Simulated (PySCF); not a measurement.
B(SiH3)3 (BH9Si3), SMILES [SiH3]B([SiH3])[SiH3].

Coordinates come from a PBE0-D3(BJ)/def2-SVP optimisation.

Two levels are set side by side: TDA-PBE/def2-SVPD (PySCF) and TDA-ωB97X/def2-SVPD (PySCF). Vertical, same geometry. The lowest singlet is HOMO→LUMO 99 % with PBE and HOMO→LUMO 95 % with the other functional; states are paired by order. Differences are taken from unrounded values.

| quantity | TDA-ωB97X | TDA-PBE | TDA-PBE minus TDA-ωB97X |
|---|---|---|---|
| lowest singlet excitation (eV) | 3.51 | 3.10 | -0.41 |
| lowest triplet excitation (TDA) (eV) | 2.82 | 2.42 | -0.40 |
| first bright state (f over 0.05) (eV) | 6.70 | 4.88 | -1.82 |
| its oscillator strength | 0.15 | 0.12 | -0.04 |

Functionals without exact exchange tend to place singlet excitations lower, as here. Differences between two approximate levels are no errors against the true value.

Rough cost on one machine, each run with all the roots and properties that it gave: TDA-ωB97X against TDA-PBE about 5 times.
